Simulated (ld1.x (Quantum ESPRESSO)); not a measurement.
Ne: what ld1.x (Quantum ESPRESSO) 7.5 does with a changed input

Command:

```bash
ld1.x < Ne.in > Ne.out
```

Input:

```
&input
   title='Ne', zed=10., rel=1, dft='GGA', iswitch=3,
   config='[He] 2s2 2p5 3d-2',
   nld=3, rlderiv=1.35, eminld=-6.0, emaxld=5.0, deld=0.02
 /
 &inputp
   pseudotype=3, lpaw=.true., tm=.true., lloc=-2, rcloc=0.90,
   nlcc=.true., rcore=0.60,
   which_augfun='GAUSS', rmatch_augfun=0.45,
   file_pseudopw='Ne.UPF', file_wfcaegen='ae.wfc', file_wfcncgen='nc.wfc', file_beta='beta', file_chi='chi', file_wfcusgen='us.wfc'
 /
6
2S  1  0   2.00   0.00  0.50  0.60  0.0
2S  1  0   0.00  -3.70  0.50  0.60  0.0
2P  2  1   5.00   0.00  1.00  1.25  0.0
2P  2  1   0.00   0.50  1.00  1.25  0.0
3D  3  2  -2.00   0.45  1.00  1.15  0.0
3D  3  2  -2.00   2.40  1.00  1.15  0.0
 &test
   configts(1)='2s2 2p5'
 /
```

Output:

```
Program LD1 v.7.5

 %%%%%%%%%%%%%%%%%%%%%%%%%%%%%%%%%%%%%%%%%%%%%%%%%%%%%%%%%%%%%%%%%%%%%%%%%%%%%%
     Error in routine set_dft_from_name (1):
     GGA: unrecognized dft
 %%%%%%%%%%%%%%%%%%%%%%%%%%%%%%%%%%%%%%%%%%%%%%%%%%%%%%%%%%%%%%%%%%%%%%%%%%%%%%

     stopping ...
```

**Question.** This input was made by a single change from one that runs to its end. What was changed?

**Answer.** The change: functional typed as GGA. The program refuses the input: "set_dft_from_name: GGA: unrecognized dft".
